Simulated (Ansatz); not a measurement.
Cost and result up the ladder for Ga(PH3)Cl3 (GaPH3Cl3) (8 atoms). Total charge 0; singlet. Geometry: r2SCAN-D4/def2-SVP.

```
atom    x (Å)    y (Å)    z (Å)
 Ga1   0.7228  -1.1322  -0.1232
  P2  -0.6143   0.9536   0.1076
  H3  -1.8580   1.0120  -0.5678
  H4  -0.0169   2.1543  -0.3479
  H5  -1.0096   1.3405   1.4115
 Cl6   0.9029  -1.2108  -2.2755
 Cl7  -0.6123  -2.5544   0.8052
 Cl8   2.4855  -0.5631   0.9901
```

Ansatz; hardware A = 2 threads of AMD EPYC 7R13 on a shared host; B = 2 threads of AMD EPYC 7R13 on a shared host and a share (18 GiB) of an NVIDIA H100 80GB HBM3. Times are rough, and most runs start from the orbitals of an earlier one. PBE0-D4/def2-TZVP serves as the yardstick here, not as an exact answer. Differences are given only for rows in sets of like size (and for xTB, whose basis is part of the method), since another set adds its own error. Binding counts from free atoms at the same level (Ga doublet, P quartet, H doublet, Cl doublet; other spins of the atoms weren't run), without zero-point energy or a counterpoise term.

The 6-31G sets use Cartesian d functions. LC-ωPBE has ω = 0.4 bohr⁻¹. B3LYP takes the VWN-RPA correlation. HSE06 is defined as in plane-wave codes, on full-range PBE exchange. Correlated methods freeze 29 core orbitals; core or outer-core shells of Ga are correlated, in sets that lack core-valence functions.

Correlated methods converge slowly with the basis.

| level | functions | wall time | binding energy per atom (eV) | difference from PBE0-D4/def2-TZVP (eV) |
| --- | --- | --- | --- | --- |
| HF/6-31G [A] | 87 | 1.2 s | 1.71 | – |
| PBE-D4/def2-SVP [A] | 119 | 1.6 s | 2.85 | – |
| B3LYP-D4/6-31G [A] | 87 | 2.1 s | 2.55 | – |
| PBE0-D4/def2-SVP [A] | 119 | 2.8 s | 2.83 | – |
| PBE-D4/def2-TZVP [A] | 214 | 3.2 s | 2.84 | 0.01 |
| LC-ωPBE/def2-TZVP [A] | 214 | 4.3 s | 2.78 | -0.05 |
| CCSD(T)/def2-TZVP [B] | 214 | 5.5 s | 2.73 | -0.09 |
| PBE0-D4/def2-TZVP [A] | 214 | 6.5 s | 2.83 | 0.00 |
| BHLYP-D4/def2-TZVP [A] | 214 | 6.5 s | 2.77 | -0.06 |
| HSE06-D4/def2-TZVP [A] | 214 | 6.5 s | 2.83 | 0.00 |
| r2SCAN-D4/def2-TZVP (with forces) [A] | 214 | 7.5 s | 2.86 | 0.03 |
